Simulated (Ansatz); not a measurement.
diphosphane (H4P2), singlet, at a GFN2-xTB geometry; B3LYP/aug-cc-pVDZ (Ansatz, a quantum-chemistry and plane-wave program).

Here is a job for Ansatz.
Ansatz 0.2 input:
```yaml
crystal:
  periodic: [false, false, false]
  atoms:
    - {symbol: P, position_ang: [-0.96539623, -0.47513455, -0.03279552]}
    - {symbol: P, position_ang: [0.96539623, 0.47513455, 0.03279552]}
    - {symbol: H, position_ang: [-1.49020664, 0.30760915, 0.99617880]}
    - {symbol: H, position_ang: [-1.46238425, 0.38946218, -1.00869367]}
    - {symbol: H, position_ang: [1.46238425, -0.38946218, 1.00869367]}
    - {symbol: H, position_ang: [1.49020664, -0.30760915, -0.99617880]}
basis:
  gaussian:
    orbitals: aug-cc-pVDZ
    point_charges:
      - {charge: 0.5, position_ang: [3.3917, -3.3698, 0.6005]}
hamiltonian:
  xc: b3lyp
```

### Question
Predict the main parts of the log of this Ansatz run.

### Answer

```
Functional definition: B3LYP
928 factors; their error is unknown
mean field evaluation 1: about -18642.4534 eV, gradient 1.5e1 eV
mean field evaluation 2: about -18642.8945 eV, gradient 1.2e1 eV
mean field evaluation 4: about -18643.3515 eV, gradient 3.0e-1 eV
mean field evaluation 8: about -18643.4404 eV, gradient 8.2e-3 eV
mean field -18643.44042009 eV, -685.1337984605 hartree, gradient 1.0e-5 eV, S^2 0.000000; 0 other end points of the search recorded, 0 dependent functions left out
reference -18643.44070915 eV, -685.1338090831 hartree; 17, 17 occupied and 73, 73 virtual orbitals, 928 factors
Total energy: -18643.44070915 eV, -685.1338090831 hartree
```
